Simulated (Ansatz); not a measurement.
## How basis sets differ on BSiH4ClO2 (SMILES OB(Cl)O[SiH3])

BSiH4ClO2: 9 atoms, total charge 0, spin state singlet. As SMILES, `OB(Cl)O[SiH3]`. Geometry: relaxed at PBE0-D4/def2-TZVP. This is one conformer, not always the lowest.

```xyz
9

O    -1.4888    0.4911    0.7231
B    -0.2300    0.9932    0.6860
Cl    0.1507    2.5106    1.5249
O     0.7445    0.3547    0.0179
Si    0.7410   -1.0544   -0.8580
H    -2.1039    1.0276    1.2281
H     2.1262   -1.2430   -1.3441
H    -0.1933   -0.9364   -2.0037
H     0.3422   -2.1897    0.0088
```

Quantity: the dipole moment, in D. The values are calculated.

```
      level          kind  program  value (D)  CPU time
  HF/STO-3G  Hartree–Fock   Ansatz       2.81     1.1 s
   HF/3-21G  Hartree–Fock   Ansatz       2.49     1.8 s
HF/def2-SVP  Hartree–Fock   Ansatz       1.54     5.4 s
 HF/cc-pVTZ  Hartree–Fock   Ansatz       1.41      41 s
```

The values span 1.41 to 2.81 D. Sets without polarisation functions give poor dipoles. CPU times are rough (shared hosts, several kinds of processor): they show what a rung costs within a factor of a few.
